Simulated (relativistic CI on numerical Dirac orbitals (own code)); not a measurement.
# Radial parameters of Hg⁷⁺

Calculated at this level of theory: Dirac-Coulomb-Breit CI, KLI orbitals optimised for each configuration, model QED (radiative potential, 1s self-energy scaled to tabulated hydrogen-like ionisation energies), unscaled Slater integrals (own radial code, finite nucleus).

Slater integrals F^k, G^k are unscaled and averaged over j, outside the closed core [Kr] 4d10 4f14; ζ comes from projecting the Hamiltonian with its Breit term on Σ l·s of the shell.

- 5s2 5p6 5d5: F^2(5d,5d) = 85735, F^4(5d,5d) = 58084, ζ(5d) = 7919.6 cm⁻¹; <r>(5d) = 1.234, <r^2>(5d) = 1.722 (bohr units).
- 5s2 5p6 5d4 6s: F^2(5d,5d) = 86348, F^4(5d,5d) = 58523, ζ(5d) = 8205.1, G^2(5d,6s) = 25404 cm⁻¹; <r>(5d) = 1.224, <r^2>(5d) = 1.695, <r>(6s) = 1.863, <r^2>(6s) = 3.852 (bohr units).
- 5s2 5p6 5d4 5f: F^2(5d,5d) = 86419, F^4(5d,5d) = 58580, ζ(5d) = 8228.5, F^2(5d,5f) = 55490, F^4(5d,5f) = 34544, G^1(5d,5f) = 60833, G^3(5d,5f) = 37578, G^5(5d,5f) = 26763, ζ(5f) = 210.91 cm⁻¹; <r>(5d) = 1.223, <r^2>(5d) = 1.693, <r>(5f) = 1.905, <r^2>(5f) = 4.144 (bohr units).

Q: Give the Racah parameters of the d shell in 5s2 5p6 5d5.

A: B = F²/49 − 5F⁴/441 = 1091 cm⁻¹ and C = 35F⁴/441 = 4610 cm⁻¹.

In this model ζ of a weakly bound d, f or g electron outside closed shells comes out too small, for d by up to a factor of two or three and at times with the wrong sign; that of an outer p electron is too small as well.

Averages of the first 10 configurations, taken without configuration mixing, which lowers the lowest level and can move excited configurations by several eV; other configurations of the list can lie among them:

| Configuration | Parity | States | Average energy above the lowest level (eV) |
| --- | --- | --- | --- |
| 5s2 5p6 5d5 | even | 252 | 8.2 |
| 5s2 5p6 5d4 6s | even | 420 | 32.2 |
| 5s2 5p6 5d4 5f | odd | 2940 | 62.8 |
| 5s2 5p6 5d4 6p | odd | 1260 | 47.3 |
| 5s2 5p5 5d6 | odd | 1260 | 76.6 |
| 5s2 5p6 5d3 6s 6p | odd | 1440 | 72.9 |
| 5s2 5p6 5d4 5g | even | 3780 | 86.9 |
| 5s2 5p6 5d3 5f 6s | odd | 3360 | 88.9 |
| 5s2 5p6 5d4 6d | even | 2100 | 66.5 |
| 5s2 5p6 5d4 7s | even | 420 | 71.9 |
